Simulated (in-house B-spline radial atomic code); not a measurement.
The outermost shell (largest non-relativistic mean radius) with and without relativity; Dirac values are averaged over j. Computed with a B-spline radial code for spherical atoms: non-relativistic Hartree-Fock and Dirac-Hartree-Fock, averages of the configuration (point nuclei without relativity, finite nuclei with it).

```
 ion  configuration  outermost shell  radius non-relativistic (bohr)  radius Dirac (bohr)  radius change (%)  level non-relativistic (eV)  level Dirac (eV)  spin-orbit splitting (eV)
 V3+       [Ar] 3d2               3d                          1.1635                1.168            0.39192                      -46.080            -45.83                   0.072111
Cr3+       [Ar] 3d3               3d                          1.0915               1.0957            0.38854                      -48.712           -48.439                   0.099307
Mn3+       [Ar] 3d4                ?                               ?                    ?                  ?                            ?                 ?                          ?
Fe3+       [Ar] 3d5               3d                          0.9741              0.97787            0.38728                      -53.755            -53.43                    0.17428
Co3+       [Ar] 3d6                ?                               ?                    ?                  ?                            ?                 ?                          ?
Ni3+       [Ar] 3d7               3d                         0.88164              0.88508            0.39017                      -58.580           -58.196                    0.28375
Cu3+       [Ar] 3d8               3d                         0.84224              0.84555            0.39251                      -60.930           -60.513                    0.35443
Zn3+       [Ar] 3d9                ?                               ?                    ?                  ?                            ?                 ?                          ?
Ga3+      [Ar] 3d10               3d                         0.77384              0.77692            0.39824                      -65.530           -65.041                     0.5344
Ge3+  [Ar] 3d10 4s1               4s                          1.9234               1.8963            -1.4096                      -44.074           -44.728                          -
```

Question: Fill in the row of Mn3+.

Answer: outermost shell: 3d; radius non-relativistic (bohr): 1.029; radius Dirac (bohr): 1.033; radius change (%): 0.3872; level non-relativistic (eV): -51.266; level Dirac (eV): -50.968; spin-orbit splitting (eV): 0.13303.

Question: Fill in the row of Co3+.

Answer: outermost shell: 3d; radius non-relativistic (bohr): 0.92532; radius Dirac (bohr): 0.92892; radius change (%): 0.38837; level non-relativistic (eV): -56.191; level Dirac (eV): -55.837; spin-orbit splitting (eV): 0.22413.

Question: Fill in the row of Zn3+.

Answer: outermost shell: 3d; radius non-relativistic (bohr): 0.80648; radius Dirac (bohr): 0.80966; radius change (%): 0.39523; level non-relativistic (eV): -63.245; level Dirac (eV): -62.793; spin-orbit splitting (eV): 0.43749.

Question: Which member changes most?

Answer: Germanium (Ge3+): its 4s shell contracts by 1.4 %.
